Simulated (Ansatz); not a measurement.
Mulliken charges of `OC1=NC[SiH2]1` from ωB97M-V/def2-TZVPP in Ansatz (PBE0-D4/def2-TZVP geometry).

```tsv
atom	x (Å)	y (Å)	z (Å)	charge (e)
O1	-1.023	0.437	2.022	-0.272
C2	-0.477	0.139	0.848	0.087
N3	-0.948	-0.731	0.034	-0.199
C4	0.006	-0.692	-1.111	-0.222
Si5	0.993	0.641	-0.200	0.230
H6	-1.812	-0.118	2.122	0.188
H7	0.483	-1.662	-1.263	0.114
H8	-0.497	-0.407	-2.037	0.114
H9	1.010	2.028	-0.736	-0.020
H10	2.348	0.314	0.322	-0.020
```

**Question.** By hand: the dipole of these point charges (1 e Å = 4.8032 D).

**Answer.** Σ q r = (0.243, 0.035, -0.251) e Å, of length 0.351 e Å = 1.69 D.

**Question.** How does the dipole of the full density compare? (Best estimate.)

**Answer.** The calculation gave: (0.159, 0.062, -0.101) e Å, 0.95 D; the point charges give 1.78 times that, at 18° from its direction.

Point charges leave out the atoms' own dipoles, such as those of lone pairs, and Mulliken's split depends on the basis, so the two needn't agree.
